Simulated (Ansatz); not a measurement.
Abridged output of a molecular run in Ansatz:

```
Functional definition: HF
1347 factors; integrals over basis functions are off by at most 1.1e-3 eV
mean field evaluation 1: about -14757.8395 eV, gradient 8.4e1 eV
mean field evaluation 2: about -14758.0914 eV, gradient 8.4e1 eV
mean field evaluation 4: about -14770.4939 eV, gradient 8.4e0 eV
mean field evaluation 8: about -14770.6869 eV, gradient 8.1e-1 eV
mean field evaluation 16: about -14770.6889 eV, gradient 1.8e-6 eV
mean field -14770.68891321 eV, -542.8128056280 hartree, gradient 1.8e-6 eV, S^2 0.000000; 0 other end points of the search recorded, 0 dependent functions left out
6 core orbitals not correlated: weight in the atoms' cores, before any rotation towards them, 1.000 or more for the frozen orbitals, at most 0.000 for the correlated occupied ones
reference -14770.68891321 eV, -542.8128056280 hartree; 28, 28 occupied and 107, 107 virtual orbitals, 1347 factors
second order -41.48537077 eV of doubles, -0.00000000 eV of singles
cycle   1  -39.07426603 eV  change     2.4e0 eV  update   2.6e-1
cycle   2  -40.52721598 eV  change    -1.5e0 eV  update   1.4e-1
cycle   3  -40.89252968 eV  change   -3.7e-1 eV  update   4.3e-2
cycle   4  -40.88723330 eV  change    5.3e-3 eV  update   1.5e-2
cycle   5  -40.86605489 eV  change    2.1e-2 eV  update   5.3e-3
cycle   6  -40.86525391 eV  change    8.0e-4 eV  update   2.3e-3
cycle   7  -40.86676983 eV  change   -1.5e-3 eV  update   1.1e-3
cycle   8  -40.86611993 eV  change    6.5e-4 eV  update   4.6e-4
cycle   9  -40.86611127 eV  change    8.7e-6 eV  update   1.9e-4
cycle  10  -40.86652981 eV  change   -4.2e-4 eV  update   9.0e-5
cycle  11  -40.86635654 eV  change    1.7e-4 eV  update   4.0e-5
cycle  12  -40.86630091 eV  change    5.6e-5 eV  update   1.8e-5
perturbative correction -1.45147771 eV, -0.0533408220 hartree
Total energy: -14813.00669183 eV, -544.3679553083 hartree
```

Its atoms:

Z-matrix (Å, degrees):
```
W
O 1 1.880
O 1 1.861 2 97.6
F 1 1.903 2 99.7 3 -174.0
O 1 1.935 2 78.4 3 99.8
O 1 1.888 2 90.4 3 -91.4
O 1 1.929 2 164.9 3 89.9
H 1 2.500 2 98.7 3 100.2
H 1 2.485 2 20.0 3 97.9
H 1 2.496 2 155.6 3 147.2
H 3 0.960 1 124.1 2 179.7
H 6 0.960 1 123.0 2 -81.0
```

Q: Which basis set was used?
A. def2-SVP
B. cc-pV(Q+d)Z
C. def2-SVPD
D. def2-QZVPP

A: A. It gives 141 functions.

Q: Write the keys of the input that set method, charge and spin (a neutral closed shell needs none for the last two).

A: 
```yaml
correlation: {method: ccsd_t}
```
